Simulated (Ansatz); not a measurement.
Frontier orbitals of CH6AlBO, SMILES `[BH2][AlH][O]C`.

```xyz
10

B     0.798   -1.898    0.487
Al    1.308    0.136    0.118
O     0.106    1.268   -0.255
C    -1.280    1.209   -0.397
H     0.769   -2.730   -0.378
H     0.538   -2.318    1.581
H     2.781    0.724    0.161
H    -1.763    1.890    0.312
H    -1.571    1.517   -1.407
H    -1.685    0.202   -0.224
```

The species carries charge 0 and has multiplicity 1. Geometry: relaxed with PBE0-D4/def2-TZVP. It is one conformer, not always the lowest. Basis def2-TZVPP, Ansatz.

```tsv
functional	HOMO (eV)	LUMO (eV)
ωB97M-V	-9.49	-0.51
```

Task: Give HOMO and LUMO (eV) with LDA (SPW92), PBE, revPBE, BLYP, r2SCAN, B97M-V, PBE0, B3LYP, r2SCANh, r2SCAN0, HSE06 (plane-wave form), BHLYP, CAM-B3LYP, LC-ωPBE, ωB97X-V, HF. (Estimate.)

Result: The calculation gave: 
| functional | HOMO | LUMO |
| --- | --- | --- |
| LDA (SPW92) | -6.17 | -3.80 |
| PBE | -6.09 | -3.49 |
| revPBE | -6.04 | -3.36 |
| BLYP | -5.98 | -3.29 |
| r2SCAN | -6.34 | -3.13 |
| B97M-V | -6.43 | -3.31 |
| PBE0 | -7.33 | -2.47 |
| B3LYP | -7.14 | -2.65 |
| r2SCANh | -6.81 | -2.78 |
| r2SCAN0 | -7.50 | -2.27 |
| HSE06 (plane-wave form) | -6.93 | -2.85 |
| BHLYP | -8.49 | -1.38 |
| CAM-B3LYP | -8.69 | -1.32 |
| LC-ωPBE | -10.01 | -0.12 |
| ωB97X-V | -9.68 | -0.24 |
| HF | -10.25 | 1.04 |

B3LYP here is the variant with VWN-RPA as its local correlation; programs differ in this. LC-ωPBE has ω = 0.4 bohr⁻¹.
